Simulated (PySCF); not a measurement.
Input file for PySCF: R-HF/STO-3G on SrS, 2S+1 = 1, a spin state set in the input, which need not be the lowest, a point of a bond scan (R = 2.252 Å).

```python
from pyscf import gto, scf, dft, mp
from pyscf.data.elements import chemcore

mol = gto.M(
    atom='''
    S     0.00000000    0.00000000    0.00000000
    Sr    0.00000000    0.00000000    2.25210300
    ''',
    basis='sto-3g',
    charge=0, spin=0, verbose=3, max_memory=1800)
mf = scf.RHF(mol)
mf.conv_tol = 1e-8
mf.max_cycle = 100
mf.kernel()
if not mf.converged:
    mf = mf.newton().run(mf.mo_coeff, mf.mo_occ)
```

Program output:

```
converged SCF energy = -3492.14891513411
```

The run converged.

Cost: around 0.19 core-seconds (rough).
